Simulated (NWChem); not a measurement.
Molecule: bromotrifluoromethane (CBrF$_{3}$); SMILES FC(F)(F)Br

```xyz
5

F      0.8873     0.8873    -1.2753
C      0.0000     0.0000    -0.8219
F      0.3248    -1.2121    -1.2753
F     -1.2121     0.3248    -1.2753
Br     0.0000     0.0000     1.1365
```
Atoms are numbered in this order, from 1.

Structure relaxed at the PBE-D3(BJ)/def2-SVP level.

Problem. List the 4 lowest vertical singlet excitations from Hartree-Fock/def2-SVPD, CIS (NWChem).

Solution. 
| state | energy (eV) | oscillator strength | leading excitation (squared amplitude) |
|---|---|---|---|
| S1 | 6.80 | 0.001 | HOMO → LUMO (0.54) |
| S2 | 6.80 | 0.001 | HOMO−1 → LUMO (0.54) |
| S3 | 9.74 | 0.163 | HOMO → LUMO+1 (0.37) |
| S4 | 9.74 | 0.163 | HOMO−1 → LUMO+1 (0.37) |
